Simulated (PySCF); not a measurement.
PySCF input file for Ta(NH)(F)(OH)2 (FH3NO2Ta), SMILES [NH]=[Ta]([OH])([OH])[F], multiplicity 1, TDA-PBE/def2-SVPD. Geometry optimised at B3LYP-D3(BJ)/def2-SVP. The spin state was assumed, not searched. The structure was generated by enumeration; whether it is a known compound was not checked. The def2 effective core potentials stand for the cores of Ta; spin–orbit coupling is left out. The values are those of a single conformer.

```python
import numpy as np
from pyscf import gto, scf, dft, tdscf

mol = gto.M(
    atom='''
    Ta    0.00609428   -0.01083336   -0.00000000
    N     1.77976178    0.07898453   -0.00000001
    H     2.79282167    0.08773247   -0.00000002
    F    -0.52251661   -1.84147693   -0.00000001
    O    -0.65687247    0.87944323    1.55903423
    H    -0.24171386    1.32620570    2.30491295
    O    -0.65687249    0.87944326   -1.55903420
    H    -0.24171389    1.32620574   -2.30491292
    ''',
    basis='def2-SVPD',
    ecp={'Ta': 'def2-svp'},
    charge=0,
    spin=0,
    symmetry=True,
    max_memory=1600,
    verbose=4,
)
mf = dft.RKS(mol, xc='pbe').density_fit(auxbasis='def2-universal-jkfit')
mf.grids.level = 3
mf.conv_tol = 1e-9
mf.max_cycle = 100
mf.kernel()
mf.grids = dft.Grids(mol).set(level=1).build(with_non0tab=True)  # coarser grid for the response kernel
td = tdscf.TDA(mf)
td.singlet = True
td.nstates = 10
td.conv_tol = 1e-4
td.positive_eig_threshold = 1e-6
td.kernel(x0=td.get_init_guess(mf, 15))
td.analyze()
tt = tdscf.TDA(mf)
tt.singlet = False
tt.nstates = 4
tt.conv_tol = 1e-4
tt.positive_eig_threshold = 1e-6
tt.kernel(x0=tt.get_init_guess(mf, 9))
tt.analyze(verbose=3)
```

It prints:

```
PySCF version 2.14.0

[INPUT] verbose = 4
[INPUT] num. atoms = 8
[INPUT] num. electrons = 48
[INPUT] charge = 0
[INPUT] spin (= nelec alpha-beta = 2S) = 0
[INPUT] symmetry True subgroup None
[INPUT] Mole.unit = angstrom
[INPUT] Symbol           X                Y                Z      unit          X                Y                Z       unit  Magmom
[INPUT]  1 Ta     0.006094280000  -0.010833360000   0.000000000000 AA    0.011516520126  -0.020472083409   0.000000000000 Bohr   0.0
[INPUT]  2 N      1.779761780000   0.078984530000  -0.000000010000 AA    3.363262331168   0.149259129777  -0.000000018897 Bohr   0.0
[INPUT]  3 H      2.792821670000   0.087732470000  -0.000000020000 AA    5.277668071050   0.165790340532  -0.000000037795 Bohr   0.0
[INPUT]  4 F     -0.522516610000  -1.841476930000  -0.000000010000 AA   -0.987413288436  -3.479887062405  -0.000000018897 Bohr   0.0
[INPUT]  5 O     -0.656872470000   0.879443230000   1.559034230000 AA   -1.241309067067   1.661906846803   2.946147713522 Bohr   0.0
[INPUT]  6 H     -0.241713860000   1.326205700000   2.304912950000 AA   -0.456772995911   2.506165557837   4.355654216463 Bohr   0.0
[INPUT]  7 O     -0.656872490000   0.879443260000  -1.559034200000 AA   -1.241309104861   1.661906903495  -2.946147656830 Bohr   0.0
[INPUT]  8 H     -0.241713890000   1.326205740000  -2.304912920000 AA   -0.456773052603   2.506165633426  -4.355654159772 Bohr   0.0

nuclear repulsion = 213.816666214953
point group symmetry = Cs
symmetry origin: [-6.12411244e-09 -1.92472106e-09  1.57477179e-09]
symmetry axis x: [ 1.00000000e+00  5.93558252e-09 -2.01549259e-09]
symmetry axis y: [ 5.93558248e-09 -1.00000000e+00 -1.87520965e-08]
symmetry axis z: [ 2.01549271e-09 -1.87520966e-08  1.00000000e+00]
num. orbitals of irrep A' = 91
num. orbitals of irrep A" = 57
number of shells = 60
number of NR pGTOs = 219
number of NR cGTOs = 148
basis = def2-SVPD
ecp = {'Ta': 'def2-svp'}


******** <class 'pyscf.df.df_jk.DFSymAdaptedRKS'> ********
method = DFSymAdaptedRKS
initial guess = minao
damping factor = 0
level_shift factor = 0
DIIS = <class 'pyscf.scf.diis.CDIIS'>
diis_start_cycle = 1
diis_space = 8
diis_damp = 0
SCF conv_tol = 1e-09
SCF conv_tol_grad = None
SCF max_cycles = 100
direct_scf = False
XC library pyscf.dft.libxc version 7.1.2
    S. Lehtola, C. Steigemann, M. J. T. Oliveira, and M. A. L. Marques,  SoftwareX 7, 1–5 (2018)
XC functionals = pbe
    J. P. Perdew, K. Burke, and M. Ernzerhof,  Phys. Rev. Lett. 77, 3865 (1996)
    J. P. Perdew, K. Burke, and M. Ernzerhof,  Phys. Rev. Lett. 78, 1396 (1997)
    J. P. Perdew, K. Burke, and M. Ernzerhof,  Phys. Rev. Lett. 77, 3865 (1996)
    J. P. Perdew, K. Burke, and M. Ernzerhof,  Phys. Rev. Lett. 78, 1396 (1997)
radial grids:
    Treutler-Ahlrichs [JCP 102, 346 (1995); DOI:10.1063/1.469408] (M4) radial grids

becke partition: Becke, JCP 88, 2547 (1988); DOI:10.1063/1.454033
pruning grids: <function nwchem_prune>
grids dens level: 3
symmetrized grids: True
atomic radii adjust function: <function treutler_atomic_radii_adjust>
small_rho_cutoff = 0
Freeze 0 electrons in irreps []
    48 free electrons in irreps A' A"
Set gradient conv threshold to 3.16228e-05
Initial guess from minao.
tot grids = 109760
init E= -350.77831510189
HOMO (A') = -0.568996736402099  LUMO (A") = -0.412233208834919  gap/eV = 4.26575
cycle= 1 E= -363.01221234323  delta_E= -12.2  |g|= 1.56  |ddm|=  8.5
HOMO (A") = -0.0581374546985356  LUMO (A') = -0.0297039037859896  gap/eV = 0.77372
cycle= 2 E= -361.491245036491  delta_E= 1.52  |g|= 2.89  |ddm|= 4.16
HOMO (A') = -0.20406528345773  LUMO (A') = -0.040429033450054  gap/eV = 4.45277
cycle= 3 E= -363.525795102321  delta_E= -2.03  |g|= 0.608  |ddm|= 2.82
HOMO (A") = -0.275721768136942  LUMO (A") = -0.0758592778805092  gap/eV = 5.43854
cycle= 4 E= -363.560273373887  delta_E= -0.0345  |g|= 0.462  |ddm|= 0.898
HOMO (A') = -0.25150995565307  LUMO (A") = -0.050154757112042  gap/eV = 5.47915
cycle= 5 E= -363.602284576889  delta_E= -0.042  |g|= 0.146  |ddm|= 0.379
HOMO (A') = -0.239576032816146  LUMO (A") = -0.0497222488658262  gap/eV = 5.16618
cycle= 6 E= -363.605975173028  delta_E= -0.00369  |g|= 0.0619  |ddm|= 0.15
HOMO (A') = -0.244285953685189  LUMO (A") = -0.0498132027906055  gap/eV = 5.29187
cycle= 7 E= -363.606875918334  delta_E= -0.000901  |g|= 0.01  |ddm|= 0.0574
HOMO (A') = -0.243944609098552  LUMO (A") = -0.049729712475481  gap/eV = 5.28486
cycle= 8 E= -363.606890341368  delta_E= -1.44e-05  |g|= 0.0066  |ddm|= 0.0113
HOMO (A') = -0.243952157074816  LUMO (A") = -0.0498154036963396  gap/eV = 5.28273
cycle= 9 E= -363.606898304817  delta_E= -7.96e-06  |g|= 0.00095  |ddm|= 0.00465
HOMO (A') = -0.243942832796371  LUMO (A") = -0.049821827215959  gap/eV = 5.28230
cycle= 10 E= -363.606898486074  delta_E= -1.81e-07  |g|= 0.000143  |ddm|= 0.00141
HOMO (A') = -0.243936301860469  LUMO (A") = -0.0498114586601512  gap/eV = 5.28241
cycle= 11 E= -363.606898491108  delta_E= -5.03e-09  |g|= 2.27e-05  |ddm|= 0.000274
HOMO (A') = -0.243933148599755  LUMO (A") = -0.0498079636806561  gap/eV = 5.28242
cycle= 12 E= -363.60689849122  delta_E= -1.12e-10  |g|= 7.47e-06  |ddm|= 3.91e-05
HOMO (A') = -0.243934765573538  LUMO (A") = -0.0498100424111811  gap/eV = 5.28240
Extra cycle  E= -363.606898491183  delta_E= 3.72e-11  |g|= 1.42e-05  |ddm|= 2.19e-05
converged SCF energy = -363.606898491183
tot grids = 37072
Overwritten attributes  positive_eig_threshold  of <class 'pyscf.tdscf.rks.TDA'>


******** <class 'pyscf.tdscf.rks.TDA'> for <class 'pyscf.df.df_jk.DFSymAdaptedRKS'> ********
nstates = 10 singlet
deg_eia_thresh = 1.000e-03
wfnsym = None
conv_tol = 0.0001
eigh lindep = 1e-12
eigh level_shift = 0
eigh max_cycle = 100


Excitation energies (eV)
[5.33192693 5.54208639 5.55583453 5.61197334 5.76898407 5.80071702
 6.13041999 6.36155475 6.42799445 6.45294525]

** Singlet excitation energies and oscillator strengths **
Excited State   1:   A"      5.33193 eV    232.53 nm  f=0.0016
      23 -> 26       -0.19008
      24 -> 25       -0.67563
Excited State   2:   A'      5.54209 eV    223.71 nm  f=0.0231
      23 -> 25        0.24085
      24 -> 26        0.57151
      24 -> 27        0.33062
Excited State   3:   A"      5.55583 eV    223.16 nm  f=0.0021
      23 -> 26       -0.67076
      23 -> 27       -0.13841
      24 -> 25        0.17089
Excited State   4:   A'      5.61197 eV    220.93 nm  f=0.0023
      23 -> 25        0.45230
      24 -> 26        0.11086
      24 -> 27       -0.52434
Excited State   5:   A"      5.76898 eV    214.92 nm  f=0.0146
      23 -> 26        0.11103
      23 -> 27       -0.68467
      24 -> 25       -0.10962
Excited State   6:   A'      5.80072 eV    213.74 nm  f=0.0237
      23 -> 25        0.38751
      23 -> 28       -0.26164
      23 -> 31        0.13046
      24 -> 26       -0.32000
      24 -> 27        0.31336
      24 -> 29        0.12258
      24 -> 30       -0.20202
Excited State   7:   A"      6.13042 eV    202.24 nm  f=0.0000
      24 -> 28        0.70019
Excited State   8:   A'      6.36155 eV    194.90 nm  f=0.0066
      23 -> 28       -0.62767
      23 -> 31       -0.17821
      24 -> 26        0.10836
      24 -> 30        0.19469
Excited State   9:   A'      6.42799 eV    192.88 nm  f=0.0185
      24 -> 29       -0.66859
      24 -> 30       -0.16323
Excited State  10:   A"      6.45295 eV    192.14 nm  f=0.0139
      23 -> 29        0.68098
      23 -> 30       -0.13597

** Transition electric dipole moments (AU) **
state          X           Y           Z        Dip. S.      Osc.
  1        -0.0000     -0.0000      0.1114      0.0124      0.0016
  2        -0.0297     -0.4111      0.0000      0.1698      0.0231
  3        -0.0000      0.0000      0.1246      0.0155      0.0021
  4         0.0975      0.0863     -0.0000      0.0170      0.0023
  5        -0.0000     -0.0000      0.3218      0.1035      0.0146
  6         0.4039     -0.0621     -0.0000      0.1670      0.0237
  7         0.0000      0.0000      0.0008      0.0000      0.0000
  8        -0.2064     -0.0051      0.0000      0.0426      0.0066
  9         0.1906     -0.2854     -0.0000      0.1178      0.0185
 10        -0.0000     -0.0000      0.2970      0.0882      0.0139

WARN: ECP detected. Skipping calculation of transition velocity and magnetic dipole moments, which have not yet been implemented.



******** <class 'pyscf.tdscf.rks.TDA'> for <class 'pyscf.df.df_jk.DFSymAdaptedRKS'> ********
nstates = 4 triplet
deg_eia_thresh = 1.000e-03
wfnsym = None
conv_tol = 0.0001
eigh lindep = 1e-12
eigh level_shift = 0
eigh max_cycle = 100


Excitation energies (eV)
[4.88165668 5.06204183 5.08502293 5.35982082]

** Triplet excitation energies and oscillator strengths **
Excited State   1:   A'      4.88166 eV    253.98 nm  f=0.0000
Excited State   2:   A"      5.06204 eV    244.93 nm  f=0.0000
Excited State   3:   A'      5.08502 eV    243.82 nm  f=0.0000
Excited State   4:   A"      5.35982 eV    231.32 nm  f=0.0000
```

Self-consistency was reached.
